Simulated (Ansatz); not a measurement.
A made-up structure of AlBH₄SO, closed shell:

```
8
angstrom
B -1.3155 -0.1457 -1.1966
O -0.5321 0.1232 -0.1508
Al 2.4835 -0.3179 1.1714
S 0.4544 0.4617 1.1677
H -1.9984 -1.1372 -1.1863
H -1.3270 0.6054 -2.1375
H -0.0229 1.2081 2.1995
H 2.3110 -0.9893 -0.1813
```

It is relaxed with PBE-D4/def2-SVP and then PBE0-D4/def2-TZVP (Ansatz 0.2.0). Atoms count as bonded within 1.22 times the sum of their covalent radii (H–H: 0.88 Å). The end point is not checked to be a true minimum.

Problem. Does its bonding change? (Judge from chemistry; the calculation decides.)

Solution. Computed: No: no bond forms or breaks.

Where it ends: The first stage lowers the energy by 1.92 eV in 32 steps. It ends as AlBH₄SO ([BH2][O][SH][AlH]):
```csv
atom,x (Å),y (Å),z (Å)
B1,-1.4018,-0.0077,-1.1384
O2,-1.1174,0.7571,-0.0755
Al3,2.3793,-0.4938,1.3589
S4,0.2483,0.2445,0.9753
H5,-0.7608,-0.9939,-1.3906
H6,-2.3252,0.3499,-1.8144
H7,0.2103,1.4005,1.6413
H8,2.8205,-1.4482,0.1295
```

Labels in which every atom is bracketed show which atoms are joined, not bond orders.

For scale, one of the runs: PBE0-D4/def2-TZVP relaxation, 160 basis functions, launched by `ansatz run in.yaml --threads 2 --pin off --events-out ev --progress --plain --max-ram 4352MiB`. Hardware: 2 CPU threads of an Arm Neoverse V2, shared host. Wall time about 94 s.
